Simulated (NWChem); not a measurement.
C$_{3}$H$_{4}$O$_{2}$Si; SMILES C=C1OC(=O)[SiH2]1

```xyz
10

C     -0.6797     2.3038     0.0000
C     -0.2483     1.0466     0.0000
O     -1.1184    -0.0506     0.0000
C     -0.2722    -1.1521     0.0000
O     -0.6543    -2.2726     0.0000
Si     1.3093    -0.0149     0.0000
H     -1.7482     2.5365     0.0000
H      0.0345     3.1283     0.0000
H      2.1529    -0.0245    -1.2272
H      2.1529    -0.0245     1.2272
```
Atoms are numbered in this order, from 1.

Level: PBE0/def2-SVP (NWChem), optimised geometry, unscaled harmonic frequencies. 

Task: List the harmonic frequencies with IR intensities, and the thermochemistry.

Result: 
```tsv
frequency (cm⁻¹)	IR intensity (km/mol)
127	0.2
292	0.8
331	3.0
368	13.1
382	3.2
559	7.8
651	27.9
652	5.6
681	14.2
684	2.4
747	0.7
751	44.4
895	45.6
935	110.7
962	57.2
1024	452.0
1211	45.7
1388	0.7
1750	105.0
1966	399.1
2255	61.4
2270	73.6
3180	0.1
3290	0.0
```

```
Property                                                                           Result
-----------------------------------------------------------------------  ----------------
zero-point energy                                                           39.1 kcal/mol
thermal correction to the enthalpy at 298.15 K (with zero-point energy)     43.5 kcal/mol
heat capacity Cv                                                         22.5 cal/(mol K)
entropy at 298.15 K and 1 atm (symmetry number 1)                        77.5 cal/(mol K)
dipole moment                                                                      3.75 D
```

Rigid rotor and harmonic oscillator.
